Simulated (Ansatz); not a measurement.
Total energies of Al(H2S)Cl3 (AlH₂SCl₃) from Ansatz at PBE-D4/def2-TZVP, gas phase (1 Eh = 27.2114 eV = 2625.5 kJ/mol). The reference geometry is relaxed at PBE0-D4/def2-SVP.

| state | geometry | energy (Eh) |
| --- | --- | --- |
| charge 0 singlet | reference | -2021.85554 |
| charge 1 doublet | reference | -2021.48431 |
| charge 1 doublet | relaxed at PBE0-D4/def2-SVP | -2021.48866 |
| free Al atom (doublet) | – | -242.22759 |
| free S atom (triplet) | – | -397.93833 |
| free H atom (doublet) | – | -0.49962 |
| free Cl atom (doublet) | – | -459.95840 |

**Question.** Work out the vertical ionisation energy to the doublet.

**Answer.** E(charge 1 doublet) − E(charge 0 singlet) = -2021.48431 − (-2021.85554) = 0.37123 Eh = 10.10 eV. For comparison, −ε of the highest occupied level is 7.33 eV at this level, 2.77 eV less.

**Question.** How much does the charge 1 doublet relax, and what is the adiabatic ionisation energy?

**Answer.** Relaxation: -2021.48431 − (-2021.48866) = 0.00435 Eh = 0.12 eV. Adiabatic ionisation energy: 0.36688 Eh = 9.98 eV, without zero-point energy. In the charge 1 doublet, Cl5 and Cl6 lie 2.74 Å apart (atoms count from 1), so these atoms are partly bonded to each other.

**Question.** What is the binding energy per atom against free atoms?

**Answer.** Atoms: 1 × (-242.22759) + 1 × (-397.93833) + 2 × (-0.49962) + 3 × (-459.95840) = -2021.04036 Eh. Binding: -2021.04036 − (-2021.85554) = 0.81518 Eh = 22.18 eV, or 3.17 eV for each of 7 atoms (no zero-point energy, no counterpoise term).

At PBE-D4/def2-TZVP the gap within one spin of the charge 1 doublet nearly closes, so an electron or hole may be smeared out by delocalisation error.
